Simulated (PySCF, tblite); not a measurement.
Isomers of C6H17PSi, one GFN2-xTB conformer each. Single-point energies are computed at PBE0/pcSseg-1 (PySCF, gas phase, no added dispersion term), electronic only.

```csv
SMILES,GFN2-xTB relative energy (kJ/mol)
CCPC[Si](C)(C)C,79.4
CCP(C)[Si](C)(C)C,57.5
CC(C)CP(C)C[SiH3],0.0
```

Conformers: `[CH3:1][CH2:2][PH:3][CH2:4][Si:5]([CH3:6])([CH3:7])[CH3:8]` with C1–C2–P3–C4 -167°, C2–P3–C4–Si5 169°; `[CH3:1][CH2:2][P:3]([CH3:4])[Si:5]([CH3:6])([CH3:7])[CH3:8]` with C1–C2–P3–C4 -78°; `[CH3:1][CH:2]([CH3:3])[CH2:4][P:5]([CH3:6])[CH2:7][SiH3:8]` with C1–C2–C4–P5 174°, C2–C4–P5–C6 -173°, C4–P5–C7–Si8 -39°.

Problem. What does PBE0/pcSseg-1 give for the same structures?

Solution. 
```csv
SMILES,PBE0/pcSseg-1 E (Eh),PBE0/pcSseg-1 (kJ/mol),GFN2-xTB (kJ/mol),point group
CCP(C)[Si](C)(C)C,-869.15759,0.0,57.5,C1
CCPC[Si](C)(C)C,-869.15117,16.9,79.4,C1
CC(C)CP(C)C[SiH3],-869.11320,116.6,0.0,C1
```

GFN2-xTB puts CC(C)CP(C)C[SiH3] lowest instead; measured from each level's own lowest isomer, the values differ by up to 116.6 kJ/mol (CC(C)CP(C)C[SiH3]: 0.0 against 116.6). 

Problem. Which frontier levels, dipoles and rotational constants go with these structures?

Solution. 
```
           SMILES  HOMO (eV, PBE0/pcSseg-1)  LUMO (eV)  dipole (D)       A, B, C (MHz)
CCP(C)[Si](C)(C)C                     -6.29       0.85        1.36  1866, 877.1, 787.8
  CCPC[Si](C)(C)C                     -6.70       0.81        1.22  2611, 586.0, 578.4
CC(C)CP(C)C[SiH3]                     -6.29       0.81        0.62  1612, 914.0, 717.6
```

Problem. What happens when harmonic zero-point energies from GFN2-xTB frequencies are added?

Solution. 
| SMILES | ZPE (kJ/mol) | electronic (kJ/mol) | with ZPE (kJ/mol) |
| --- | --- | --- | --- |
| CCP(C)[Si](C)(C)C | 561.4 | 0.0 | 0.0 |
| CCPC[Si](C)(C)C | 556.5 | 16.9 | 12.0 |
| CC(C)CP(C)C[SiH3] | 549.5 | 116.6 | 104.7 |

The zero-point energies span 11.9 kJ/mol. The order is unchanged.
